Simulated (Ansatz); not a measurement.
Frontier orbitals of `[OH][Sn-]1[O]C=CC=[O+]1`.

```xyz
11

O    -1.3933   -0.2541   -1.9829
Sn   -1.9271    0.9126   -0.4614
O    -1.2358   -0.6210    0.9059
C    -0.0360   -0.9429    1.1293
C     1.1135   -0.2598    0.7491
C     1.1156    0.9566    0.0762
O     0.1198    1.6149   -0.3337
H    -2.0188   -0.2788   -2.7098
H     0.1012   -1.8649    1.7089
H     2.0681   -0.6826    1.0304
H     2.0927    1.4199   -0.1120
```

Charge 0, multiplicity 1. Correlated methods include outer-core shells of Sn, which these sets cover unevenly. Sn takes the def2 core potential. The structure was optimised at the PBE0-D4/def2-TZVP level. It is one conformer, not always the lowest. Basis def2-TZVPP, Ansatz.

Orbital energies of one run (eV). Highest occupied ones, from the top: -5.84, -6.29, -6.39, -6.74, -7.70, -8.71, -9.68, -10.12, -10.57, -11.10, -11.56, -12.16, -12.84, -14.54. Empty: -2.75, -1.24, -0.99, 0.16, 0.79, 0.90.

(1) Which functional gave them?
A. BHLYP
B. ωB97X-V
C. r2SCANh
D. PBE

Results:

(1) D. HOMO energies: PBE -5.84, ωB97X-V -9.14, BHLYP -7.96, r2SCANh -6.52 eV.
